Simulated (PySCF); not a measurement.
GaH2, SMILES [GaH2], multiplicity 2.

Geometry: B3LYP-D3(BJ)/def2-TZVPD. The multiplicity is an assumed one; other spin states were not compared. The isomer is the one that the SMILES or the coordinates give; other isomers of the formula were not compared.

Level of theory: PySCF with B3LYP/def2-TZVPD.

The molecule is in vacuum.

Estimate the frontier levels, dipole moment and polarisability. (An estimate is asked for; the answer gives what the named calculation found.)


| Item | Value |
|---|---|
| α spin, highest occupied and lowest empty level | -5.41 and -2.24 eV |
| β spin, highest occupied and lowest empty level | -8.13 and -2.87 eV |
| dipole moment | 0.32 D |
| quadrupole, principal values (traceless, Buckingham form, about the centre of nuclear charge) | -3.08, -1.74, 4.82 D·Å |
| mean static polarisability | 40.7 bohr³ (6.03 Å³) |
| polarisability, principal values | 34.5, 42.1, 45.5 bohr³ |
| ⟨S²⟩ | 0.752 (pure state 0.75) |
